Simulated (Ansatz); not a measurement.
A run for Ansatz (a quantum-chemistry and plane-wave program): U-CCSD(T)/def2-SVP on GeH4Si (SMILES [SiH3][GeH]), a point of a bond scan (R = 2.233 Å). The run froze 19 orbitals, filled d shells among them.

Ansatz 0.2 input:
```yaml
crystal:
  periodic: [false, false, false]
  atoms:
    - {symbol: Ge, position_ang: [0.02685858, 0.67888508, 0.55005831]}
    - {symbol: H, position_ang: [-0.44427669, 1.55316857, -0.70383312]}
    - {symbol: Si, position_ang: [-0.02124929, -1.29644312, -0.93386225]}
    - {symbol: H, position_ang: [1.37310343, -0.98331844, -2.64980476]}
    - {symbol: H, position_ang: [-1.39240712, -1.47710314, -1.48487088]}
    - {symbol: H, position_ang: [0.36638007, -2.56249089, -0.26126659]}
basis:
  gaussian:
    orbitals: def2-SVP
correlation: {method: ccsd_t, electrons: outside_noble_gas}
scf: {omitted_lower_state_checks: [cluster_reference]}
magnetization: {spin_polarized: true, initial_magnetization: 0}
```

It printed:

```
WARN ansatz: RAYON_NUM_THREADS=1 ignored (pool sized by the plan → 1); use --threads N
Functional definition: HF
these checks for a lower state are left out or cut short: cluster_reference
integrals: 0.07 GiB planned
690 factors; integrals over basis functions are off by at most 1.3e-3 eV
mean field: 0.23 GiB planned
mean field evaluation 1: about -64385.2355 eV, gradient 7.8e0 eV
mean field evaluation 2: about -64385.2364 eV, gradient 7.8e0 eV
mean field evaluation 4: about -64386.0462 eV, gradient 1.4e0 eV
mean field evaluation 8: about -64386.0595 eV, gradient 2.5e-3 eV
mean field evaluation 16: about -64386.2093 eV, gradient 1.8e-1 eV
mean field evaluation 32: about -64385.2600 eV, gradient 3.0e0 eV
mean field -64386.21292107 eV, -2366.1496823068 hartree, gradient 2.5e-6 eV, S^2 0.648332; 5 other end points of the search recorded, 0 dependent functions left out
19 core orbitals not correlated
reference -64386.21292107 eV, -2366.1496823068 hartree; 6, 6 occupied and 45, 45 virtual orbitals, 690 factors
second order -4.59949289 eV of doubles, -0.00000000 eV of singles
coupled cluster: 0.17 GiB planned
cycle   1  -5.45466536 eV  change   -8.6e-1 eV  update   9.3e-2
cycle   2  -5.88376992 eV  change   -4.3e-1 eV  update   5.6e-2
cycle   3  -6.02418053 eV  change   -1.4e-1 eV  update   4.1e-2
cycle   4  -6.12191125 eV  change   -9.8e-2 eV  update   2.9e-2
cycle   5  -6.18010618 eV  change   -5.8e-2 eV  update   1.8e-2
cycle   6  -6.20467421 eV  change   -2.5e-2 eV  update   1.1e-2
cycle   7  -6.21808147 eV  change   -1.3e-2 eV  update   7.8e-3
cycle   8  -6.22586576 eV  change   -7.8e-3 eV  update   4.8e-3
cycle   9  -6.22557098 eV  change    2.9e-4 eV  update   2.4e-3
cycle  10  -6.22642917 eV  change   -8.6e-4 eV  update   1.1e-3
cycle  11  -6.22673469 eV  change   -3.1e-4 eV  update   5.3e-4
cycle  12  -6.22658738 eV  change    1.5e-4 eV  update   2.5e-4
cycle  13  -6.22630264 eV  change    2.8e-4 eV  update   1.2e-4
cycle  14  -6.22629380 eV  change    8.8e-6 eV  update   5.2e-5
cycle  15  -6.22630763 eV  change   -1.4e-5 eV  update   2.5e-5
cycle  16  -6.22632071 eV  change   -1.3e-5 eV  update   1.3e-5
coupled cluster: 0.17 GiB planned
perturbative correction -0.21225194 eV, -0.0078001148 hartree
Total energy: -64392.65149372 eV, -2366.3862954873 hartree
Checks for a lower state left out: cluster_reference
```

The calculation finished and met its thresholds. Its determinant has ⟨S²⟩ = 0.65, a mixture of spin states.

Cost: around 9 core-seconds (rough).
